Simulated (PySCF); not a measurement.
## Computed properties of 3-silyloxypropanenitrile (C3H7NOSi), SMILES N#CCCO[SiH3]

3-silyloxypropanenitrile (C3H7NOSi), SMILES N#CCCO[SiH3]. Geometry optimised at r2SCAN-D4/def2-SVP. Other conformers were not sampled. All values are computed for the isolated molecule unless a solvent is named; none is compared with measurement here.

**Structure.** The optimised structure has Cs symmetry. All 33 harmonic modes at r2SCAN-D4/def2-SVP (PySCF) are real, so it is a minimum. With heavy atoms numbered as in [N:1]#[C:2][CH2:3][CH2:4][O:5][SiH3:6], the shortest bond between them is N1–C2 at 1.163 Å and the longest O5–Si6 at 1.674 Å.

**Vibrations.** The strongest infrared lines (harmonic, unscaled, degenerate partners summed) lie at 980 cm⁻¹ (298 km/mol, H 75 %, Si 10 %, C 9 %), 1158 cm⁻¹ (287 km/mol, O 55 %, C 35 %), 950 cm⁻¹ (153 km/mol, H 93 %). The softest mode is at 45 cm⁻¹ and the zero-point energy is 59.2 kcal/mol.

**Electronic structure.** B3LYP/def2-TZVP (PySCF) places the frontier levels at -8.45 and -0.37 eV, a gap of 8.08 eV, and gives a dipole moment of 3.52 D and a mean polarisability of 69.0 bohr³. PBE/def2-TZVP (PySCF) at the same geometry gives -7.15 and -1.03 eV, so its gap is 1.96 eV narrower. An orbital gap is neither the optical nor the fundamental gap.

**Excitations.** TDDFT-B3LYP/def2-SVPD (PySCF) has S1 at 6.89 eV (180 nm, f = 0.001, dark); the most intense of the 10 singlets computed lies at 8.06 eV (f = 0.03). T1 (TDA) is at 6.22 eV. TDDFT-PBE/def2-SVPD (PySCF) puts S1 at 6.22 eV. No vertical singlet excitation falls in the visible range (under 3.1 eV).

**NMR.** GIAO shifts at KT2/pcSseg-1 (PySCF) (non-relativistic, atoms alike by connectivity averaged): ¹³C from 25.2 to 111.1 ppm against TMS; ¹H from 2.8 to 5.3 ppm against TMS; ²⁹Si at -25.2 ppm against TMS.
